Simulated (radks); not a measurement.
Results of a calculation; reference values are marked as such.
Problem. The mean radii <r> (bohr) of the occupied orbitals of an atom or ion are listed with their occupations. Level of theory: scalar-relativistic Kohn-Sham, LDA (Slater exchange, Perdew-Wang correlation), spin-unpolarised, spherical densities, finite nucleus; Fermi nuclear charge, rms radius of each element as measured or else 0.836 A^(1/3) + 0.57 fm (a radial shooting solver on a logarithmic mesh with Libxc functionals).

orbital  occ.      <r>
1s          2  0.04688
2s          2   0.1974
2p          2   0.1696

Name the element and its charge.

Solution. Z = 32, germanium, charge +26: Ge26+ in [He] 2s2 2p2. The 1s radius gives Z: for a bare nucleus <r> = (2 gamma + 1)/(2Z) with gamma = sqrt(1 - (Z/c)^2), 0.04601 bohr for Z = 32, and screening makes it slightly larger (0.04688 here). The occupations add up to 6, and the charge is Z minus that.
